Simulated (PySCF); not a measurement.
**Excitation energy of W⁺ by level of theory**

W⁺ [Xe] 4f14 5d4 6s1 (6D) → W⁺ [Xe] 4f14 5d4 6p1 (high-spin determinant), as a difference of total energies. All numbers are calculated (PySCF 2.14, a scalar-relativistic core potential, in def2-QZVPPD with the def2 core potential (60 electrons)). Correlated levels: valence: 5s2 5p6 frozen. The calculations carry no spin-orbit coupling.

```csv
method,excitation energy (eV)
UHF,5.251
MP2 (valence),5.401
SCS-MP2 (valence),5.301
CCSD (valence),5.356
CCSD(T) (valence),5.344
```

How much does correlation contribute at CCSD(T) (valence)?

5.344 − (5.251) = 0.093 eV, measured against UHF.

The determinant of the upper state mixes LS terms, which raises its energy above the lowest term, most at the Hartree-Fock and MP2 levels.
